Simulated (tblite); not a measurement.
Parent: `[CH2:1]=[CH:2]/[C:3]([CH3:4])=[N:5]\[CH2:6][SiH3:7]` with C1–C2–C3–C4 7°, C3–N5–C6–Si7 88°, C5H11NSi.

Structures optimised with GFN2-xTB, isolated species. One conformer each, not checked by frequencies here.

```csv
coordinate of the parent,value
C1=C2,1.328 Å
C2–C3,1.464 Å
C3–C4,1.502 Å
C3=N5,1.271 Å
N5–C6,1.417 Å
C6–Si7,1.917 Å
C1–C2–C3,125.4°
C2–C3–C4,118.0°
C2–C3–N5,126.1°
C4–C3–N5,116.0°
C3–N5–C6,125.4°
N5–C6–Si7,109.2°
```

How does the shared frame change in `[CH2:1]=[CH:2]/[C:3]([CH3:4])=[N:5]\[C@@H:6]([SiH3:7])[C:8]#[N:9]` with C1–C2–C3–C4 11°, C3–N5–C6–Si7 -86°, C6H10N2Si? Atoms pair as C1 = C1, C2 = C2, C3 = C3, C4 = C4, N5 = N5, C6 = C6, Si7 = Si7 (parent first).

```tsv
parent	relative	value in the relative	change
C1=C2	C1=C2	1.328 Å	0.000
C2–C3	C2–C3	1.463 Å	-0.001
C3–C4	C3–C4	1.501 Å	-0.001
C3=N5	C3=N5	1.272 Å	+0.001
N5–C6	N5–C6	1.426 Å	+0.009
C6–Si7	C6–Si7	1.939 Å	+0.022
C1–C2–C3	C1–C2–C3	125.0°	-0.4
C2–C3–C4	C2–C3–C4	118.0°	0.0
C2–C3–N5	C2–C3–N5	126.5°	+0.4
C4–C3–N5	C4–C3–N5	115.5°	-0.5
C3–N5–C6	C3–N5–C6	126.6°	+1.2
N5–C6–Si7	N5–C6–Si7	107.7°	-1.5
```

Of the parent's bonds, C6–Si7 changes most (+0.022 Å). Bonds of the relative outside the shared frame: C6–C8 1.433, C8≡N9 1.147 Å. Point group C1 → C1.

These are computed values.
